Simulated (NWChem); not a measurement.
All runs are NWChem calculations. System: H₄Ge, charge 0, spin multiplicity 1, at a geometry optimised with PBE/def2-SVP. The structure started from a generated list of species. Level: PBE0/6-311G** (spherical d).

Output (cleaned and shortened):

```
             Northwest Computational Chemistry Package (NWChem) 7.3.0
             --------------------------------------------------------

                                NWChem Input Module
                                -------------------

 Scaling coordinates for geometry "geometry" by  1.889725989
 (inverse scale =  0.529177249)

 Turning off AUTOSYM since
 SYMMETRY directive was detected!

                             Geometry "geometry" -> ""
                             -------------------------

 Output coordinates in angstroms (scale by  1.889725989 to convert to a.u.)

  No.       Tag          Charge          X              Y              Z
 ---- ---------------- ---------- -------------- -------------- --------------
    1 Ge                  32.0000     0.00000000     0.00000000     0.00000000
    2 H                    1.0000     0.00000000    -1.26415800    -0.89392600
    3 H                    1.0000     0.00000000     1.26415800    -0.89392600
    4 H                    1.0000     1.26415900     0.00000000     0.89392500
    5 H                    1.0000    -1.26415900     0.00000000     0.89392500

 Effective nuclear repulsion energy (a.u.)      45.0038715510

            Nuclear Dipole moment (a.u.)
            ----------------------------
        X                 Y               Z
 ---------------- ---------------- ----------------
     0.0000000000     0.0000000000    -0.0000037795

      Symmetry information
      --------------------

 Group name             C2v
 Group number             16
 Group order               4
 No. of unique centers     3

      Symmetry unique atoms

     1    2    4


 Summary of "ao basis" -> "" (spherical)
 ------------------------------------------------------------------------------
       Tag                 Description            Shells   Functions and Types
 ---------------- ------------------------------  ------  ---------------------
 *                          6-311g**                  on all atoms

                                 NWChem DFT Module
                                 -----------------

 Summary of "ao basis" -> "ao basis" (spherical)
 ------------------------------------------------------------------------------
       Tag                 Description            Shells   Functions and Types
 ---------------- ------------------------------  ------  ---------------------
 Ge                         6-311g**                18       44   8s7p3d
 H                          6-311g**                 4        6   3s1p

 Summary of "ao basis" -> "ao basis" (spherical)
 ------------------------------------------------------------------------------
       Tag                 Description            Shells   Functions and Types
 ---------------- ------------------------------  ------  ---------------------
 Ge                         6-311g**                18       44   8s7p3d
 H                          6-311g**                 4        6   3s1p

      Symmetry analysis of basis
      --------------------------

        a1         31
        a2          5
        b1         16
        b2         16

            General Information
            -------------------
          SCF calculation type: DFT
          Wavefunction type:  closed shell.
          No. of atoms     :     5
          No. of electrons :    36
           Alpha electrons :    18
            Beta electrons :    18
          Charge           :     0
          Spin multiplicity:     1
          Use of symmetry is: on ; symmetry adaption is: on
          Maximum number of iterations: 100
          AO basis - number of functions:    68
                     number of shells:    34
          Convergence on energy requested:  1.00D-06
          Convergence on density requested:  1.00D-05
          Convergence on gradient requested:  5.00D-04

              XC Information
              --------------
                         PBE0 Method XC Functional
                     Hartree-Fock (Exact) Exchange  0.250
          PerdewBurkeErnzerhof Exchange Functional  0.750
            Perdew 1991 LDA Correlation Functional  1.000 local
           PerdewBurkeErnz. Correlation Functional  1.000 non-local

             Grid Information
[...]
     6 a1          7 b1          8 b2          9 a1         10 b2
    11 b1         12 a1         13 a1         14 a2         15 a1
    16 b1         17 b2         18 a1         19 b2         20 b1
    21 a1         22 a1         23 b1         24 b2         25 a1
    26 a1         27 a2         28 a1

------------------------------------------------------------
EAF file 0: "./mol.aoints.0" size=524288 bytes
------------------------------------------------------------
               write      read    awrite     aread      wait
               -----      ----    ------     -----      ----
     calls:        1         0         0         0         0
   data(b): 5.24e+05  0.00e+00  0.00e+00  0.00e+00
   time(s): 0.00e+00  0.00e+00  0.00e+00  0.00e+00  0.00e+00
rate(mb/s): 0.00e+00  0.00e+00
------------------------------------------------------------

   convergence    iter        energy       DeltaE   RMS-Dens  Diis-err    time
 ---------------- ----- ----------------- --------- --------- ---------  ------
 d= 0,ls=0.0,diis     1  -2079.0633608099 -2.12D+03  4.23D-03  2.12D+00     1.0
 d= 0,ls=0.0,diis     2  -2079.0788225062 -1.55D-02  1.59D-03  1.35D-02     1.1
 d= 0,ls=0.0,diis     3  -2079.0796925137 -8.70D-04  5.17D-04  4.08D-03     1.3
 d= 0,ls=0.0,diis     4  -2079.0799879608 -2.95D-04  5.26D-05  2.53D-05     1.4

 !! scf_movecs_sym_adapt:    2 vectors were symmetry contaminated

  Symmetry fudging
 d= 0,ls=0.0,diis     5  -2079.0799883808 -4.20D-07  2.16D-05  1.11D-05     1.5

 !! scf_movecs_sym_adapt:    2 vectors were symmetry contaminated

  Symmetry fudging
 d= 0,ls=0.0,diis     6  -2079.0799890563 -6.76D-07  1.47D-06  1.25D-08     1.6

         Total DFT energy =    -2079.079989056320
      One electron energy =    -2986.815791711108
           Coulomb energy =      942.955797787486
    Exchange-Corr. energy =      -80.223866683718
 Nuclear repulsion energy =       45.003871551020

 Numeric. integr. density =       36.000019263852

     Total iterative time =      1.2s

                  Occupations of the irreducible representations
                  ----------------------------------------------

                     irrep           alpha         beta
                     --------     --------     --------
                     a1                9.0          9.0
                     a2                1.0          1.0
                     b1                4.0          4.0
                     b2                4.0          4.0

                       DFT Final Molecular Orbital Analysis
                       ------------------------------------

 Vector   16  Occ=2.000000D+00  E=-3.536379D-01  Symmetry=a1
              MO Center= -1.1D-11,  2.0D-12, -2.2D-07, r^2= 2.6D+00
   Bfn.  Coefficient  Atom+Function         Bfn.  Coefficient  Atom+Function
  ----- ------------  ---------------      ----- ------------  ---------------
    23      0.221067  1 Ge pz                26      0.219390  1 Ge pz
    46     -0.171872  2 H  s                 52     -0.171872  3 H  s
    58      0.171872  4 H  s                 64      0.171872  5 H  s
    17     -0.167674  1 Ge pz                47     -0.105049  2 H  s
    53     -0.105049  3 H  s                 59      0.105049  4 H  s

 Vector   17  Occ=2.000000D+00  E=-3.536327D-01  Symmetry=b1
              MO Center=  1.1D-11, -2.3D-16,  5.9D-01, r^2= 2.3D+00
   Bfn.  Coefficient  Atom+Function         Bfn.  Coefficient  Atom+Function
  ----- ------------  ---------------      ----- ------------  ---------------
    58      0.243067  4 H  s                 64     -0.243067  5 H  s
    21      0.221065  1 Ge px                24      0.219390  1 Ge px
    15     -0.167673  1 Ge px                59      0.148566  4 H  s
    65     -0.148566  5 H  s                 57      0.137107  4 H  s
    63     -0.137107  5 H  s                 27      0.079241  1 Ge px

 Vector   18  Occ=2.000000D+00  E=-3.536326D-01  Symmetry=b2
              MO Center= -1.5D-16, -2.0D-12, -5.9D-01, r^2= 2.3D+00
   Bfn.  Coefficient  Atom+Function         Bfn.  Coefficient  Atom+Function
  ----- ------------  ---------------      ----- ------------  ---------------
    46     -0.243067  2 H  s                 52      0.243067  3 H  s
    22      0.221065  1 Ge py                25      0.219390  1 Ge py
    16     -0.167673  1 Ge py                47     -0.148566  2 H  s
    53      0.148566  3 H  s                 45     -0.137107  2 H  s
    51      0.137107  3 H  s                 28      0.079241  1 Ge py

 Vector   19  Occ=0.000000D+00  E= 3.804301D-02  Symmetry=a1
              MO Center= -2.4D-17,  3.7D-17,  2.9D-06, r^2= 5.6D+00
   Bfn.  Coefficient  Atom+Function         Bfn.  Coefficient  Atom+Function
  ----- ------------  ---------------      ----- ------------  ---------------
     8      2.181916  1 Ge s                 47     -0.962859  2 H  s
    53     -0.962859  3 H  s                 59     -0.962888  4 H  s
    65     -0.962888  5 H  s                  7      0.561742  1 Ge s
     6     -0.286048  1 Ge s                  5     -0.160770  1 Ge s
     4      0.106078  1 Ge s                  3      0.067141  1 Ge s

 Vector   20  Occ=0.000000D+00  E= 4.415144D-02  Symmetry=b2
              MO Center=  1.3D-15, -2.4D-10,  4.3D-01, r^2= 5.1D+00
   Bfn.  Coefficient  Atom+Function         Bfn.  Coefficient  Atom+Function
  ----- ------------  ---------------      ----- ------------  ---------------
    28      1.468912  1 Ge py                47      1.149004  2 H  s
    53     -1.149004  3 H  s                 25      0.270454  1 Ge py
    22      0.119910  1 Ge py                41      0.114808  1 Ge d -1
    31     -0.102506  1 Ge d -1              46      0.091910  2 H  s
    52     -0.091910  3 H  s                 16     -0.090638  1 Ge py

 Vector   21  Occ=0.000000D+00  E= 4.415157D-02  Symmetry=b1
              MO Center= -1.5D-16, -1.4D-17, -4.3D-01, r^2= 5.1D+00
   Bfn.  Coefficient  Atom+Function         Bfn.  Coefficient  Atom+Function
  ----- ------------  ---------------      ----- ------------  ---------------
    27      1.468913  1 Ge px                59     -1.149005  4 H  s
    65      1.149005  5 H  s                 24      0.270454  1 Ge px
    21      0.119910  1 Ge px                43      0.114808  1 Ge d  1
    33     -0.102506  1 Ge d  1              58     -0.091910  4 H  s
    64      0.091910  5 H  s                 15     -0.090638  1 Ge px

 center of mass
 --------------
 x =   0.00000000 y =   0.00000000 z =  -0.00000005

 moments of inertia (a.u.)
 ------------------
          23.007025382596           0.000000000000           0.000000000000
           0.000000000000          23.007043581461           0.000000000000
           0.000000000000           0.000000000000          23.006250719037

     Multipole analysis of the density
     ---------------------------------

     L   x y z        total         alpha         beta         nuclear
     -   - - -        -----         -----         ----         -------
     0   0 0 0     -0.000000    -18.000000    -18.000000     36.000000

     1   1 0 0      0.000000      0.000000      0.000000      0.000000
     1   0 1 0     -0.000000     -0.000000     -0.000000      0.000000
     1   0 0 1      0.000001      0.000002      0.000002     -0.000004

     2   2 0 0    -15.499536    -13.456679    -13.456679     11.413821
     2   1 1 0      0.000000      0.000000      0.000000      0.000000
     2   1 0 1      0.000000      0.000000      0.000000      0.000000
     2   0 2 0    -15.499538    -13.456671    -13.456671     11.413803
     2   0 1 1     -0.000000     -0.000000     -0.000000      0.000000
     2   0 0 2    -15.499524    -13.457057    -13.457057     11.414590

 Task  times  cpu:        1.6s     wall:        1.6s

 Total times  cpu:        1.7s     wall:        1.7s
```

### Question
Write an NWChem input that would produce this output.

### Answer
This is not unique; one that fits is 
```
start mol
memory heap 200 mb stack 900 mb global 1100 mb
geometry units angstroms nocenter noautoz
  Ge     0.000000     0.000000     0.000000
  H      0.000000    -1.264158    -0.893926
  H      0.000000     1.264158    -0.893926
  H      1.264159     0.000000     0.893925
  H     -1.264159     0.000000     0.893925
  symmetry group C2v
end
basis spherical
  * library 6-311g**
end
dft
  xc pbe0
  semidirect memsize 60000000 filesize 0
  iterations 100
end
task dft energy
```
